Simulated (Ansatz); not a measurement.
All values below come from r2SCAN-D4/def2-SVP (Ansatz, a program for electronic structure). No frequencies were computed at this level.

Ansatz 0.2 input:
```yaml
crystal:
  periodic: [false, false, false]
  atoms:
    - { symbol: Zn, position_ang: [-0.000632, -0.001258, -0.000237] }
    - { symbol: Cl, position_ang: [-0.936196, -1.863854, -0.35055] }
    - { symbol: Br, position_ang: [1.01411, 2.018978, 0.379732] }
basis:
  gaussian: { orbitals: def2-svp }
hamiltonian:
  xc: r2scan
  dispersion: d4
relax:
  max_steps: 150
```

Output:

```
Functional definition: r2SCAN
898 factors; their error is unknown
mean field evaluation 1: about -130968.8015 eV, gradient 3.7e1 eV
mean field evaluation 2: about -130963.9249 eV, gradient 6.3e1 eV
mean field evaluation 4: about -130971.1989 eV, gradient 1.1e0 eV
mean field evaluation 8: about -130971.1103 eV, gradient 1.4e-2 eV
mean field -130971.11027667 eV, -4813.0995272604 hartree, gradient 2.6e-5 eV, S^2 0.000000; 0 other end points of the search recorded, 0 dependent functions left out
reference -130971.11029024 eV, -4813.0995277591 hartree; 41, 41 occupied and 40, 40 virtual orbitals, 898 factors
relax step   1: F+E_penalty+E_count = -130971.12523142 eV  Δ(F+E_penalty+E_count) = +0.000e0 eV  max|allowed force component| = 8.185e-1 eV/Å  Δτ_max = 0.0000 Å  (27 SCF iters, accepted)
these checks for a lower state are left out or cut short: starts, cluster_reference, orbital_swaps, neighbouring_geometries, increment
898 factors; their error is unknown
mean field evaluation 16: about -130971.2344 eV, gradient 2.7e0 eV
mean field -130971.15059891 eV, -4813.1010090756 hartree, gradient 6.7e-5 eV, S^2 0.000000; 0 other end points of the search recorded, 0 dependent functions left out
reference -130971.15061266 eV, -4813.1010095809 hartree; 41, 41 occupied and 40, 40 virtual orbitals, 898 factors
relax step   2: F+E_penalty+E_count = -130971.16574503 eV  Δ(F+E_penalty+E_count) = -4.051e-2 eV  max|allowed force component| = 1.006e-1 eV/Å  Δτ_max = 0.0512 Å  (27 SCF iters, accepted)
these checks for a lower state are left out or cut short: starts, cluster_reference, orbital_swaps, neighbouring_geometries, increment
898 factors; their error is unknown
mean field -130971.15117155 eV, -4813.1010301196 hartree, gradient 6.5e-5 eV, S^2 0.000000; 0 other end points of the search recorded, 0 dependent functions left out
reference -130971.15118532 eV, -4813.1010306259 hartree; 41, 41 occupied and 40, 40 virtual orbitals, 898 factors
relax step   3: F+E_penalty+E_count = -130971.16634592 eV  Δ(F+E_penalty+E_count) = -6.009e-4 eV  max|allowed force component| = 7.884e-3 eV/Å  Δτ_max = 0.0072 Å  (27 SCF iters, accepted)
898 factors; their error is unknown
mean field evaluation 32: about -130971.2249 eV, gradient 2.9e0 eV
mean field -130971.15117155 eV, -4813.1010301196 hartree, gradient 6.5e-5 eV, S^2 0.000000; 1 other end points of the search recorded, 0 dependent functions left out
reference -130971.15118532 eV, -4813.1010306259 hartree; 41, 41 occupied and 40, 40 virtual orbitals, 898 factors
Total energy: -130971.16635969 eV, -4813.1015882737 hartree
Atom 0 at     0.007538     0.015007     0.002823 Å, force    -0.003629    -0.007226    -0.001359 eV/Å
Atom 1 at    -0.918525    -1.828674    -0.343934 Å, force    -0.000331    -0.000658    -0.000124 eV/Å
Atom 2 at     0.988270     1.967533     0.370056 Å, force     0.003960     0.007884     0.001483 eV/Å
Dipole moment:     0.025629     0.051025     0.009597 e Å
```

Cost: roughly 12 core-seconds.
